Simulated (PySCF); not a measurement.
# Computed vibrations of [Bi(NH2)4]−

[Bi(NH2)4]− (singlet). PySCF 2.14.0, RKS BP86, Bi def2-SVP with ECP60, N def2-SVP, H def2-SVP; non-relativistic Hamiltonian with scalar-relativistic core potentials where named; density fitting; no spin-orbit coupling. Central differences of gradients.

```xyz
13

Bi    0.2390    0.0000    0.0000
N    -0.5082    1.6336    1.6336
H    -0.0014    1.3612    2.5019
H    -0.0014    2.5019    1.3612
N    -1.0393   -1.3102    1.3102
H    -1.6380   -0.5783    1.7378
H    -1.6380   -1.7378    0.5783
N    -0.5082   -1.6336   -1.6336
H    -0.0014   -2.5019   -1.3612
H    -0.0014   -1.3612   -2.5019
N    -1.0393    1.3102   -1.3102
H    -1.6380    1.7378   -0.5783
H    -1.6380    0.5783   -1.7378
```

Run from Python with OMP_NUM_THREADS=2. Where DIIS fails, smearing, a level shift and second-order steps follow.
It took 120 s on 2 threads of Arm Neoverse V2, on a shared host.

**Question.** What are the harmonic wavenumbers and infrared intensities?

**Answer.** Modes are labelled in C2v; negative numbers are unstable modes, those under 60 cm⁻¹ near the noise; a finer grid moves soft modes by up to 10 cm⁻¹.
```csv
cm⁻¹,km/mol,symmetry
55,0.0,a2
98,3.0,b1
106,0.0,a1
162,15.4,a1
162,7.0,b2
166,0.0,a2
198,55.0,b1
288,39.1,b2
344,0.0,a1
346,0.0,a2
370,219.4,b2
434,120.6,b1
450,27.7,a1
593,30.5,a1
595,105.1,b2
648,0.4,b1
652,0.0,a2
744,144.3,b1
801,5.6,a1
863,0.0,a2
875,15.9,b2
1474,11.7,a1
1476,9.5,b1
1482,2.8,b2
1496,4.0,a1
3242,92.7,b2
3242,34.4,a1
3289,1.7,b1
3292,13.1,a1
3330,0.0,a2
3331,64.9,b1
3391,0.0,a2
3392,0.1,b2
```

**Question.** Is this a minimum?

**Answer.** Yes, within the noise of the softest modes. Ideal gas at 298.15 K and 1 bar: S = 415.8 J/(mol K), Cp = 155.8 J/(mol K), H − H(0 K) = 30.1 kJ/mol (rigid rotor, harmonic modes, spin degeneracy alone; the modes under 60 cm⁻¹ make these uncertain).
